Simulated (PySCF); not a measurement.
CH6GaNO2.

```xyz
11

Ga     0.0154     0.3764     0.0000
N      0.7435    -1.2830     0.0000
C      0.0004    -2.5301     0.0000
H      1.7508    -1.3993     0.0000
H      0.2115    -3.1512    -0.8919
H      0.2115    -3.1512     0.8919
H     -1.0803    -2.3224     0.0000
O     -1.7667     0.5020     0.0000
H     -2.0779     1.4159     0.0000
O      0.9416     1.9108     0.0000
H      1.9004     1.8007     0.0000
```
Charge 0, spin multiplicity 1.

Geometry: B3LYP-D3(BJ)/def2-SVP. The values are those of a single conformer.

Method: PBE0/pcSseg-1 run with PySCF. Non-relativistic, no solvent.

Computed absolute GIAO shielding of each atom: isotropic value and principal components (ppm):
```
atom  σ(iso)     σ11     σ22     σ33   span
----  ------  ------  ------  ------  -----
Ga1   1435.8  1233.7  1473.4  1600.3  366.6
N2     236.4   212.3   227.9   269.1   56.8
C3     149.7   124.3   140.1   184.8   60.5
H4      31.0    21.7    29.7    41.7   20.1
H5      28.3    23.1    25.8    36.1   13.0
H6      28.3    23.1    25.8    36.1   13.0
H7      28.2    22.7    27.9    33.9   11.2
O8     318.0   284.3   332.1   337.7   53.3
H9      30.0    21.2    24.5    44.4   23.2
O10    306.1   266.1   320.9   331.2   65.1
H11     30.2    21.4    25.1    44.0   22.7
```
